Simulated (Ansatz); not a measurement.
Consider the formal exchange of groups at a Ga–C bond: `C/C(O)=[CH]/[GaH2]` + CH₄ → `[CH3][GaH2]` + `C=C(C)O`.

Program: Ansatz. Geometries: PBE0-D4/def2-TZVP. ΔE: electronic, gas phase. CCSD(T)/CBS adds triple-zeta CCSD(T) − MP2 to the extrapolated MP2 energy (def2 sets, frozen cores). This one scheme is used for every species. DFT in def2-TZVPP. For Ga outer-core shells are correlated without core-valence functions, which leaves a few kJ/mol of doubt a bond. Scalar relativity is left out up to krypton. Each species was taken in one conformer, which may not be the lowest.

`C/C(O)=[CH]/[GaH2]`:

Cartesian coordinates in Å:
```
C 0.112 1.955 0.211
C -0.159 0.492 0.178
O -1.273 0.205 0.878
C 0.598 -0.426 -0.460
Ga 0.205 -2.304 -0.474
H 0.225 2.289 1.246
H -0.736 2.500 -0.210
H 1.013 2.201 -0.348
H -1.432 -0.750 0.844
H 1.465 -0.034 -0.980
H 1.072 -3.375 -1.208
H -1.090 -2.754 0.323
```

CH₄:

Z-matrix (Å, degrees):
```
C
H 1 1.090
H 1 1.090 2 109.5
H 1 1.090 2 109.5 3 -120.0
H 1 1.090 2 109.5 3 120.0
```

`[CH3][GaH2]`:

Cartesian coordinates in Å:
```
C -0.721 -0.487 -0.249
Ga 0.826 0.590 0.309
H -0.362 -1.447 -0.636
H -1.402 -0.695 0.577
H -1.271 -0.003 -1.058
H 1.686 1.354 -0.767
H 1.245 0.688 1.823
```

`C=C(C)O`:

Z-matrix (Å, degrees):
```
C
C 1 1.487
H 1 1.093 2 110.2
H 1 1.093 2 110.1 3 118.1
H 1 1.088 2 111.0 3 -121.0
O 2 1.359 1 110.9 3 -59.0
C 2 1.331 1 125.2 3 121.0
H 6 0.962 2 109.0 1 -180.0
H 7 1.085 2 121.8 1 180.0
H 7 1.080 2 120.4 1 -0.1
```

```csv
level,ΔE (eV)
PBE,0.39
HF/CBS(def2),0.26
```

Q: What does CCSD(T)/CBS give? (Best estimate.)

A: The calculation gave: +0.38 eV. The listed levels differ from it by 0.01, -0.12 eV.

Largest T1 diagnostic among the species: 0.013.

In def2-TZVPP, CCSD(T) changes the Hartree–Fock value by +0.11 eV (the triples alone add +0.04 eV) and MP2 by +0.15 eV. The D4 term adds +0.06 eV with B3LYP and +0.04 eV with PBE0; it sums over pairs of atoms, weighted by their polarisabilities, and B3LYP, whose exchange is more repulsive, gets the larger term.

B3LYP here is the variant with VWN-RPA as its local correlation; programs differ in this.
